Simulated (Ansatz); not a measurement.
`OC([SiH3])[SiH2]Cl` and `OC([SiH3])Cl` differ in one atom or group.

Ansatz, PBE0-D4/def2-TZVP geometries, multiplicity 1. Each molecule was computed in one conformer, which needn't be the lowest.

```tsv
property	`OC([SiH3])[SiH2]Cl`
LUMO energy (ωB97M-V/def2-TZVPP) / eV	1.40
size of the dipole moment (B3LYP/def2-TZVPP) / D	1.10
HOMO–LUMO gap (PBE0/def2-TZVPP) / eV	7.54
zero-point energy (PBE0-D4/def2-TZVP) / kJ/mol	198.1
HOMO–LUMO gap (PBE/def2-TZVPP) / eV	5.17
size of the dipole moment (PBE/def2-TZVPP) / D	0.96
```

(1) What does the change do to each property? (Estimate.)

## Answers

(1) The calculation gave: 
```tsv
property	`OC([SiH3])Cl`	shift
LUMO energy (ωB97M-V/def2-TZVPP) / eV	1.76	0.36
size of the dipole moment (B3LYP/def2-TZVPP) / D	1.76	0.66
HOMO–LUMO gap (PBE0/def2-TZVPP) / eV	8.17	0.63
zero-point energy (PBE0-D4/def2-TZVP) / kJ/mol	151.7	-46.4
HOMO–LUMO gap (PBE/def2-TZVPP) / eV	5.84	0.67
size of the dipole moment (PBE/def2-TZVPP) / D	1.74	0.78
```

With PBE0 the HOMO falls by 0.19 eV and the LUMO rises by 0.46 eV, so the gap widens by about 0.65 eV. PBE moves the HOMO by -0.29 eV and ωB97M-V by -0.16 eV. The zero-point energy changes by -46.4 kJ/mol with -9 modes. Dipoles are sizes alone; their direction can turn.

B3LYP here is the variant with VWN-RPA as its local correlation; programs differ in this.
